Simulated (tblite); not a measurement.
Species: C5H10OSSi.
Geometry (GFN2-xTB, Å), atoms numbered from 1 in this order:
```xyz
18
C5H10OSSi angstrom
C     -1.7551   -0.8497   -0.3722
C     -1.0433   -0.7315    0.9287
S     -1.0783   -1.9480    2.0195
C     -0.3026    0.4828    1.2459
C     -0.4988    1.7889    0.5034
C      0.7655    1.0400    0.2939
O      1.0040    0.4492   -0.9143
Si     2.0096   -0.7863   -1.2784
H     -2.1200   -1.8645   -0.5078
H     -1.0968   -0.5817   -1.1974
H     -2.6083   -0.1689   -0.3865
H     -0.0339    0.5527    2.2939
H     -0.4755    2.7000    1.0806
H     -1.2038    1.7936   -0.3123
H      1.6673    1.3949    0.7849
H      3.3827   -0.4383   -0.9097
H      1.7666   -0.8241   -2.7112
H      1.6121   -2.0029   -0.5726
```

Computed with GFN2-xTB (tblite): harmonic, unscaled wavenumbers at the GFN2-xTB geometry, gas phase. Against measured fundamentals such values can be off by several per cent, at times by over 20. Modes of hydrogen on silicon can be 10 to 20 % off. One conformer, not necessarily the lowest.

Harmonic wavenumbers (cm⁻¹): 44.7, 75.2, 117.1, 143.3, 173.6, 184.0, 238.7, 328.9, 352.8, 373.1, 466.0, 558.3, 604.5, 635.6, 730.4, 737.1, 743.7, 797.4, 826.0, 858.7, 901.2, 918.8, 964.4, 983.8, 1030.6, 1058.3, 1067.4, 1082.5, 1161.7, 1199.8, 1258.0, 1290.7, 1343.9, 1369.8, 1378.9, 1441.3, 1456.5, 1465.3, 2250.1, 2282.3, 2350.2, 2980.5, 2988.4, 3018.1, 3044.3, 3052.8, 3094.4, 3122.0.

A = 1959, B = 975.6, C = 803.7 MHz; mass 146.022 u (most abundant isotopes); point group C1, symmetry number 1.

Task: What is the zero-point energy?

Result: Half the sum of the wavenumbers: 29273 cm⁻¹ = 83.69 kcal/mol.

Task: Give the ideal-gas entropy at 200 K and 1 bar in the rigid-rotor, harmonic-oscillator model (classical rotation).

Result: Translation 38.89, rotation 28.54, vibration 19.24: S = 86.7 cal/(mol K).

Task: And Cp and H(200 K) − H(0)?

Result: Cp = 28.74 cal/(mol K), of which vibrations give 20.79 (their classical limit is 48 R = 95.4); H(200 K) − H(0) = 3.70 kcal/mol without the zero-point energy, 2.11 from vibrations.

Task: What must be added to the electronic energy to get the Gibbs energy at 200 K and 1 bar?

Result: ZPE + [H(200 K) − H(0)] − T·S = 83.69 + 3.70 − 17.33 = 70.06 kcal/mol.

Task: Blend soft modes into free rotors: weight 1/[1 + (100 cm⁻¹/ν̃)⁴] for the oscillator and the rest for a rotor with moment μB/(μ + B), μ = h/(8π²ν), B = 10⁻⁴⁴ kg m². What vibrational entropy results?

Result: 17.98 cal/(mol K) in place of 19.24, which changes −T·S at 200 K by +0.25 kcal/mol.

Task: Which modes carry the vibrational entropy at 200 K?

Result: 44.7 cm⁻¹: 4.25; 75.2 cm⁻¹: 3.23; 117.1 cm⁻¹: 2.39; 143.3 cm⁻¹: 2.01; 173.6 cm⁻¹: 1.67; 184.0 cm⁻¹: 1.57 cal/(mol K); the other 42 give 4.12 together.

Task: How do the functions run with temperature in this model?

Result: 
| T (K) | S (cal/(mol K)) | Cp (cal/(mol K)) | H − H(0) (kcal/mol) | G − H(0) (kcal/mol) | ln q(vib) |
| --- | --- | --- | --- | --- | --- |
| 100 | 70.5 | 19.0 | 1.31 | -5.74 | 1.71 |
| 300 | 100.3 | 39.1 | 7.09 | -22.99 | 7.01 |
| 500 | 124.7 | 56.9 | 16.80 | -45.54 | 12.24 |
| 800 | 155.3 | 73.2 | 36.55 | -87.72 | 19.70 |
| 1000 | 172.4 | 80.0 | 51.91 | -120.53 | 24.29 |

q(vib) and H(0) count from the zero-point level.

Hindered rotation and anharmonicity are outside this model. Other conformers, if any are populated, would add a mixing term that is left out. The structure is chiral; the term R ln 2 for an equal mix with its mirror image is left out.
